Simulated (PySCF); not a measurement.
# NMR data sheet: C6H11NSi2

```yaml
Formula: C6H11NSi2
SMILES: CC(C)[Si@@H](C#N)C#C[SiH3]
Point_group_of_the_computed_structure: C1
Degrees_of_unsaturation: 4
Carbon_signals: 6
Proton_signals: 5
```

Bonds (- single, = double, # triple, : aromatic): C1-C2, C2-C3, C2-Si4, Si4-C5, C5#N6, Si4-C7, C7#C8, C8-Si9. C1 carries H10, H11, H12; C2 carries H13; C3 carries H14, H15, H16; Si4 carries H17; Si9 carries H18, H19, H20. Stereochemistry as in CC(C)[Si@@H](C#N)C#C[SiH3].

How the numbers were obtained: PBE0-D3(BJ)/def2-SVP structure, GIAO PBE0/pcSseg-1 shieldings, in PySCF 2.14 (no relativistic terms, fast rotation and ring inversion assumed for equivalent nuclei, in vacuum, single conformer).

Referencing at the same level of theory: TMS for 1H (31.27 ppm) and 13C (184.41 ppm) and 29Si (351.99 ppm); NH3 for 15N (265.67 ppm).

| carbon | δC, type | δH (multiplicity) | HMBC from (2–3 bonds) | span of the C tensor (ppm) |
| --- | --- | --- | --- | --- |
| C1 | 17.8, CH3 | 1.31 (d) | H17, H14/H15/H16, H13 | 31 |
| C2 | 15.8, CH | 0.97 (m) | H17, H10/H11/H12, H14/H15/H16 | 8 |
| C3 | 17.6, CH3 | 1.13 (m) | H17, H10/H11/H12, H13 | 33 |
| C5 | 124.7, C | – | H17, H13 | 345 |
| C7 | 112.8, C | – | H17, H18/H19/H20, H13 | 288 |
| C8 | 117.4, C | – | H17, H18/H19/H20 | 293 |

Other nuclei:
```
      atoms  nucleus                          environment  δ (ppm)  σ (ppm)
        H17       1H  hydrogen on a silicon bonded to 3 C     4.45    26.82
H18/H19/H20       1H    hydrogen on a silicon bonded to C     4.22    27.05
        Si4     29Si             silicon bonded to 3 C, H    -61.2    413.2
        Si9     29Si             silicon bonded to C, 3 H    -95.3    447.3
         N6      15N                     nitrile nitrogen    369.9   -104.3
```

Carbon types of the structure: 3 × C, 1 × CH, 2 × CH3, leaving 4 H on heteroatoms. δC 124.7: nitrile carbon; this is the usual window of a C≡N carbon, which has no attached hydrogen. δC 117.4, 112.8: alkyne carbon. δC 17.8, 17.6: methyl carbon; aliphatic region, no heteroatom directly attached. δH 4.22: hydrogen on a silicon bonded to C. δH 1.31, 1.13: hydrogen on a methyl carbon.

Shifts are as computed. Against solution values, carbons near 30 ppm lie about +2 ppm off and those near 130 ppm about +5 ppm. Of 1309 compounds with measured shifts, 239 miss one by over three times the rms of a fit or turn the order of signals round; such compounds aren't used in these exercises. Experimental scales use liquid or dissolved standards, which lie at an offset from isolated NH3 (liquid NH3: subtract about 20 ppm). Unscaled 15N shifts of sp2 nitrogen come out 20 to 40 ppm too high even then. Multiplicities follow the n + 1 count of equivalent neighbours, as no J values were calculated; m marks all less simple cases, F and P coupling included.
